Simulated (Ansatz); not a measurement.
**Question.** Name a neutral molecule of Cl, I, Si with HOMO–LUMO gap (ωB97M-V/def2-TZVPP) between 10.85 and 11.15 eV and LUMO energy (B3LYP/def2-TZVPP) between -1.85 and -1.55 eV (Ansatz, PBE0-D4/def2-TZVP geometry).

**Answer.** `Cl[Si](Cl)(Cl)I` (10.86 eV, -1.69 eV). Other molecules can fit too; these were computed, each in one conformer that needn't be the lowest.

B3LYP here is the variant with VWN-RPA as its local correlation; programs differ in this.
